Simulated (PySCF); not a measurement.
disilylmethane (CH8Si2), SMILES [SiH3]C[SiH3].

Coordinates come from a PBE-D3(BJ)/def2-SVP optimisation.

Two levels are set side by side: PBE/def2-TZVPD (PySCF) and B3LYP/def2-TZVPD (PySCF). Same geometry, gas phase. Differences are taken from unrounded values.

| quantity | B3LYP |
|---|---|
| orbital gap (eV) | 8.25 |
| highest occupied level (eV) | -8.56 |
| lowest empty level (eV) | -0.31 |
| dipole moment (D) | 0.84 |
| mean polarisability (bohr³) | 72.2 |

Question: What does PBE give, and how far is it from B3LYP? (Estimate from the structure and the level; the computed values follow.)

Answer: 
| quantity | PBE | PBE minus B3LYP |
|---|---|---|
| orbital gap (eV) | 6.72 | -1.53 |
| highest occupied level (eV) | -7.54 | 1.02 |
| lowest empty level (eV) | -0.82 | -0.51 |
| dipole moment (D) | 0.87 | 0.03 |
| mean polarisability (bohr³) | 74.9 | 2.7 |

PBE's occupied levels lie high since its potential decays too fast outside the molecule; exact exchange lowers them and widens the gap. PBE's more diffuse valence density responds more strongly to a field. Differences between two approximate levels are no errors against the true value.

Rough cost on one machine, each run with all the roots and properties that it gave: B3LYP against PBE within a factor of 2.
